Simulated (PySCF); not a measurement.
The vertical singlet excitations below were computed for one of the candidates. The calculation used TDDFT wB97X-D/def2-SVPD, vertical, gas phase, core orbitals frozen in the response in PySCF. Geometries: GFN2-xTB, one conformer each.

| state | E (eV) | f |
| --- | --- | --- |
| S1 | 5.87 | 0.0005 |
| S2 | 6.46 | 0.016 |
| S3 | 6.87 | 0.027 |
| S4 | 7.17 | 0.0014 |
| S5 | 7.53 | 0.0021 |
| S6 | 7.58 | 0.0058 |
| S7 | 7.72 | 0.013 |
| S8 | 7.82 | 0.012 |

Question: Which structure fits? All have the formula C3H6N2O2Si.
A. `C[SiH2]OC1=NC=NO1`
B. `C[SiH2]Oc1nocn1`
C. `CC(=O)O[Si@@H](N)C#N`

Answer: C. Its S1, at 5.87 eV, is the lowest among the candidates; the nearest of the others has S1 at 6.32 eV. S1 is HOMO-1→LUMO+2 (52%), HOMO→LUMO+2 (13%), HOMO-1→LUMO (12%). Löwdin shares by element: HOMO nitrogen 57% or more, oxygen 10% or more, silicon 9%, hydrogen 5% or more (atoms not listed hold the other 19%); LUMO silicon 24%, carbon 23% or more, nitrogen 21% or more, oxygen 6% or more (atoms not listed hold the other 26%). At the same level the other candidates give, for their lowest levels:
- `C[SiH2]Oc1ncno1`: 6.62 eV (f 0.005); 6.85 eV (f 0.240); 7.45 eV (f 0.000); 7.73 eV (f 0.001); 7.88 eV (f 0.007); T1 4.75 eV; HOMO -9.73, LUMO 1.44 eV
- `C[SiH2]Oc1ncon1`: 6.32 eV (f 0.006); 6.50 eV (f 0.074); 7.38 eV (f 0.001); 7.61 eV (f 0.003); 7.76 eV (f 0.044); T1 4.58 eV; HOMO -9.74, LUMO 1.03 eV

Conformer computed: `[CH3:1][C:2](=[O:3])[O:4][Si@@H:5]([NH2:6])[C:7]#[N:8]`: C1–C2–O4–Si5 -179°, C2–O4–Si5–N6 -29°, H–N6–Si5–O4 177°, H–N6–Si5–O4 29°.
Triplets come from the Tamm–Dancoff approximation.
